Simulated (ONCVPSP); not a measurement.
**What one change does to a pseudopotential (zirconium, ONCV)**

```json
{"Element": "Zr", "Generator": "ONCVPSP 4.0.1", "Type": "optimised norm-conserving Vanderbilt (ONCV)", "Functional": "PBEsol", "Relativity": "fully relativistic", "Frozen core": "[Kr]", "Valence charge": "4", "Reference configuration": "4d3 5s1", "Partial waves": "5s: rc 3.25 bohr, ncon 4, nbas 8, qcut 1.8 1/bohr, 3 projectors, debl 0.6 Ha; p scattering state at 0.19 Ha: rc 2.75 bohr, ncon 4, nbas 9, qcut 2.5 1/bohr, 3 projectors, debl 3.1 Ha; 4d: rc 2.95 bohr, ncon 4, nbas 9, qcut 6.1 1/bohr, 3 projectors, debl 3.3 Ha", "Local potential": "polynomial inside 2.00 bohr (lpopt 5, dvloc0 4 Ha)", "Core correction": "Teter function, fcfact 3.25, rcfact 1.65"}
```

Open shells are filled in proportion to 2j + 1.

All-electron outer shells of the reference configuration (PBEsol, scalar-relativistic, ld1.x):

| shell | level (eV) | outermost node (bohr) | outermost maximum (bohr) |
| --- | --- | --- | --- |
| 4p | -30.48 | 0.56 | 1.17 |
| 5s | -3.87 | 1.48 | 3.23 |
| 4d | -2.35 | 0.58 | 1.65 |

Change: scalar-relativistic; d: rc 2.75, qcut 6.5.

Cutoffs: the cutoffs (Ha) at which the residual kinetic energy of the hardest occupied pseudo-wave falls to 1 and 0.1 mHa per electron; they do not see the model core or the augmentation charge, which bear on the density cutoff. Errors are all-electron minus pseudo energies relative to the spin-unpolarised reference configuration.

Q: What does the change do?

A: The potential gets harder (11 Ha and 13 Ha → 12 Ha and 14 Ha); the errors of the 4 common tests hardly move; neither file shows a bound ghost.

```tsv
quantity	base	changed
cutoff, loose	11 Ha	12 Ha
cutoff, tight	13 Ha	14 Ha
loose cutoff by channel	s 2.4 Ha, d 11 Ha	s 2.4 Ha, d 12 Ha
bound ghosts	none	none
GHOST(+) flags under 300 eV	s at 67.9 eV, p1/2 at 193.8 eV, p3/2 at 194.5 eV	s at 67.9 eV, p at 194.9 eV
error for 4d2 5s2, meV [ΔE -1.21 eV]	-30	-34
error for 4d2 5s1, meV [ΔE 5.96 eV]	-50	-53
error for 4d2 5s0, meV [ΔE 18.87 eV]	-359	-362
error for 4d2 5s1 5p1, meV [ΔE 1.86 eV]	-43	-45
s: phases at 3.30 bohr within 0.05 rad from the reference energy up to (Ha; the scan ends near 5)	n/a	n/a
rms error of d²Exc/dni dnj with the model core, mHa	3.96	3.71
```

Base: The cutoffs count occupied waves only; projector 3 of the p channel, the hardest unoccupied one, needs 60 Ha at the loose tolerance. Changed file: The cutoffs count occupied waves only; projector 3 of the p channel, the hardest unoccupied one, needs 60 Ha at the loose tolerance.
